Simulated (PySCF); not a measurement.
Mo(NH)2(F)(Me) (CH₅FMoN₂), SMILES [Mo](=[NH])([CH3])([F])=[NH], multiplicity 1.

The structure is a stationary point at PBE0-D3(BJ)/def2-SVP. The spin state was assumed, not searched. The structure was generated by enumeration; whether it is a known compound was not checked. The def2 effective core potentials stand for the cores of Mo; spin–orbit coupling is left out.

Computed with TDA-CAM-B3LYP/def2-SVPD in PySCF 2.14.0.

Vertical excitations. Isolated molecule, no solvent. State labels are in the subgroup Cs.

```json
[
 {"state": "S1", "symmetry": "A\"", "energy (eV)": "4.43", "λ (nm)": "280", "f": "0.012", "main pairs": "HOMO→LUMO 84 %"},
 {"state": "S2", "symmetry": "A'", "energy (eV)": "4.52", "λ (nm)": "274", "f": "0.002", "main pairs": "HOMO−1→LUMO 86 %"},
 {"state": "S3", "symmetry": "A'", "energy (eV)": "4.80", "λ (nm)": "258", "f": "0.000", "main pairs": "HOMO→LUMO+1 85 %"},
 {"state": "S4", "symmetry": "A'", "energy (eV)": "5.36", "λ (nm)": "231", "f": "0.018", "main pairs": "HOMO−2→LUMO 90 %"},
 {"state": "S5", "symmetry": "A\"", "energy (eV)": "5.36", "λ (nm)": "231", "f": "0.002", "main pairs": "HOMO−3→LUMO 88 %"},
 {"state": "S6", "symmetry": "A\"", "energy (eV)": "5.54", "λ (nm)": "224", "f": "0.005", "main pairs": "HOMO−1→LUMO+1 56 %, HOMO→LUMO+2 32 %"},
 {"state": "S7", "symmetry": "A'", "energy (eV)": "5.68", "λ (nm)": "218", "f": "0.004", "main pairs": "HOMO−4→LUMO 75 %, HOMO−3→LUMO+1 14 %"},
 {"state": "S8", "symmetry": "A\"", "energy (eV)": "5.85", "λ (nm)": "212", "f": "0.002", "main pairs": "HOMO−4→LUMO+1 61 %, HOMO→LUMO+4 28 %"},
 {"state": "S9", "symmetry": "A\"", "energy (eV)": "6.17", "λ (nm)": "201", "f": "0.001", "main pairs": "HOMO−2→LUMO+1 70 %, HOMO→LUMO+2 19 %"},
 {"state": "S10", "symmetry": "A'", "energy (eV)": "6.23", "λ (nm)": "199", "f": "0.002", "main pairs": "HOMO−1→LUMO+2 80 %"},
 {"state": "T1", "symmetry": "A\"", "energy (eV)": "3.79", "λ (nm)": "327", "f": "0", "main pairs": "HOMO→LUMO 88 %"},
 {"state": "T2", "symmetry": "A'", "energy (eV)": "4.04", "λ (nm)": "307", "f": "0", "main pairs": "HOMO−1→LUMO 72 %"},
 {"state": "T3", "symmetry": "A\"", "energy (eV)": "4.32", "λ (nm)": "287", "f": "0", "main pairs": "HOMO−1→LUMO+1 65 %, HOMO−3→LUMO 17 %"},
 {"state": "T4", "symmetry": "A'", "energy (eV)": "4.36", "λ (nm)": "284", "f": "0", "main pairs": "HOMO→LUMO+1 75 %"}
]
```
Triplets are in the Tamm–Dancoff approximation.
